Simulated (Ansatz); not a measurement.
Calculated with Ansatz (gas phase, PBE0-D4/def2-TZVP geometries, no zero-point term in ΔE). CCSD(T)/CBS adds triple-zeta CCSD(T) − MP2 to the extrapolated MP2 energy (def2 sets, frozen cores). This one scheme is used for every species. DFT in def2-TZVPP. HSE06 is defined as in plane-wave codes. For Ga outer-core shells are correlated without core-valence functions, which leaves a few kJ/mol of doubt a bond. Scalar relativity is left out up to krypton. Each species was taken in one conformer, which may not be the lowest.

Reaction (ligand exchange at a Ga–F bond): `C=[CH][GaH][F]` + HCl → `C=[CH][GaH][Cl]` + H–F

(1) Is it downhill or uphill in electronic energy at CCSD(T)/CBS, and by how much? (Estimate.)

(2) What do these levels give: revPBE-D4, B97M-V, r2SCAN0-D4, ωB97M-V, revPBE, HSE06, BHLYP, CAM-B3LYP, HF/def2-SVP, CCSD(T)/def2-TZVPP, HF/def2-QZVPP, MP2/CBS(def2)? (Estimate.)

Largest T1 diagnostic among the species: 0.014.

## Answers

(1) The calculation gave: Downhill: ΔE = -35.8 kJ/mol.

(2) Computed: revPBE-D4 -30.8, B97M-V -25.9, r2SCAN0-D4 -34.7, ωB97M-V -29.5, revPBE -26.4, HSE06 -34.3, BHLYP -28.3, CAM-B3LYP -21.2, HF/def2-SVP -28.0, CCSD(T)/def2-TZVPP -30.5, HF/def2-QZVPP -29.4, MP2/CBS(def2) -39.8 kJ/mol.

From r2SCAN to r2SCAN0 (25 % exact exchange), in def2-TZVPP and without D4, ΔE moves by −5.8 kJ/mol. At CCSD(T), def2-SVP lies +16.1 kJ/mol from the extrapolated value and def2-TZVPP +5.2 kJ/mol.
